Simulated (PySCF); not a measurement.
Gas-phase equilibrium of 1 mol SnCl4, 35 mol H2O at 1800 K and 0.100 bar, among 27 species (ClO, SnCl4, O2, HCl, O, SnH2, HO2, SnO, SnHCl3, SnCl3, H2O, H, HOCl, H2O2, O3, H2, SnH4, SnCl2, SnH2Cl2, Cl, Cl2, SnO2, SnH3Cl, Sn2O2, SnHCl, Sn(OH)2, OH). Only gases are allowed; each row takes one source of thermochemistry for all species, and Cantera finds the minimum.

Computed with PySCF (xtb for GFN2) and rigid-rotor harmonic-oscillator thermochemistry at 1 bar. † marks an energy on the PBE0/def2-TZVP geometry and frequencies; other levels use their own. Open shells (unrestricted) among the columns below: O2 (multiplicity 3), Cl (multiplicity 2, electronic degeneracy 6); the rest are closed-shell singlets. GFN2 has no spin-polarisation term. Spin-orbit splitting is ignored; it lowers the true energy and changes the entropy of Cl. Sn: scalar-relativistic def2 core potential, no spin-orbit coupling. The harmonic model lacks anharmonicity and excited electronic states, which grow with temperature; levels with a mode under 35 cm⁻¹ are left out. Soft modes under 120 cm⁻¹ make the harmonic entropy rough for SnCl2.

Molecules larger than those listed are left out. Also missing: (SnO)n, which can matter at low temperature or high pressure.

Mole fractions:

```tsv
thermochemistry	x H2O	x HCl	x SnO	x O2	x H2	x Cl	x SnCl2	x Cl2	x HOCl
BLYP/def2-TZVP†	0.83	0.099	0.025	0.022	0.019	0.0017	0.0010	1.5e-6	8.5e-7
GFN2-xTB	0.90	0.035	0.011	0.00051	1.5e-5	0.017	0.015	0.0096	0.0052
PBE0/def2-TZVP	0.87	0.080	0.012	0.015	0.0057	0.0010	0.012	9.7e-7	5.2e-7
LDA/def2-TZVP†	0.87	0.086	0.012	0.014	0.0015	0.00010	0.0097	6.9e-6	4.1e-6
ωB97M-V/def2-TZVP†	0.87	0.083	0.011	0.014	0.0040	0.0012	0.010	1.7e-6	9.7e-7
ωB97X-V/def2-TZVP†	0.86	0.085	0.012	0.016	0.0077	0.0011	0.0092	7.8e-7	5.6e-7
```
The most sensitive of these is Cl2: it spans a factor of 10^4.1 over these rows; at this temperature one factor of ten is RT ln 10 = 34 kJ/mol.
